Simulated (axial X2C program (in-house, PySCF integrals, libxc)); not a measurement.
Nuclear properties of FCuF⁺

Computed with an in-house all-electron X2C program for linear molecules (integrals from PySCF): two-component X2C with atomic mean-field Coulomb and Gaunt terms, Gaussian nuclei, basis F dyall-av3z, Cu dyall-v3z with contracted cores.

F–Cu–F held linear, with bonds 1.680 and 1.680 Å (near the PBE0 minimum at charge 1 of the determinant lowest at the starting distance; the state shown can have its own minimum elsewhere, held linear; other orders of the atoms were not compared).

Input and command:
```json
{"zs": [9, 29, 9], "q": 1, "bas": ["dyall-av3z", "dyall-v3z", "dyall-av3z"], "r0": [1.76, 1.76], "symm": 1, "scan": ["PBE0", "HF", "PBE"], "levels": ["PBE0", "HF", "LDA"], "nst": 2}
```
```bash
python solin.py task.json out
```

Keys: zs atomic numbers; q charge; bas basis sets; r0 starting distance in Å; symm equal bonds; scan levels of the two-bond scan; levels methods; nst determinants followed.

Determinant lowest in the PBE0 search, Ω = 2 (⟨Sz⟩ = 1.00, ⟨Lz⟩ = 1.00 at PBE0), spin on the atoms F 0.23, Cu 0.53, F 0.23:

| level | A∥/gI F (MHz) | qzz F (a.u.) | A∥/gI Cu (MHz) | qzz Cu (a.u.) |
| --- | --- | --- | --- | --- |
| PBE0 | 139 | 0.55 | 605 | 1.17 |
| HF | 206 | -0.66 | 275 | 1.26 |
| LDA | 126 | 1.11 | 779 | 0.78 |

Determinant 0.17 eV from it at PBE0 and this distance, Ω = 1 (⟨Sz⟩ = 0.99, ⟨Lz⟩ = 0.01 at PBE0), spin on the atoms F 0.26, Cu 0.47, F 0.26:

```tsv
level	A∥/gI F (MHz)	qzz F (a.u.)	A∥/gI Cu (MHz)	qzz Cu (a.u.)
PBE0	-88.1	-0.43	134	-0.01
HF	-6.38	0.82	234	0.13
LDA	-116	-0.47	88.9	0.21
```

A∥ (defined per Ω) follows by multiplying with gI = μI/(I μN); qzz is the electric field gradient, eQq0 = 234.96 MHz × Q/barn × qzz. The operators were transformed with the bare-nucleus X2C matrices; with these basis sets, hyperfine constants and field gradients can be off by tens of per cent, and where levels differ in sign neither size nor sign is settled.

Q: With gI(19F) = 5.2577, Q(63Cu) = -0.22 barn (g factors from the IAEA table of nuclear moments by Stone; Q from Pyykkö, Mol. Phys. 2018), turn the PBE0 values of the first state into constants in MHz.

A: A∥(19F) = 139 × 5.2577 = 731 MHz; eQq0(63Cu) = 234.96 × (-0.22) × (1.17) = -60.5 MHz.

The molecule was held linear; bending was not examined, so a bent shape may lie lower.

Each state is one determinant with collinear spin, which with several unpaired electrons need not be a pure state. Unrestricted Hartree–Fock can overshoot spin polarisation at the nuclei. With several open shells hyperfine constants can be off by a factor of several. Open-shell Ω = 0 determinants with evenly filled partner blocks cannot be reached by this program, so the Ω shown need not be the lowest component. At LDA a later determinant lies lower. States lie within half an eV, so the first need not be the ground state. Where a field gradient or hyperfine factor spreads by more than a factor of two over the levels, a constant derived from it is not to be relied on. PBE0 term energies can be off by some tenths of an eV.
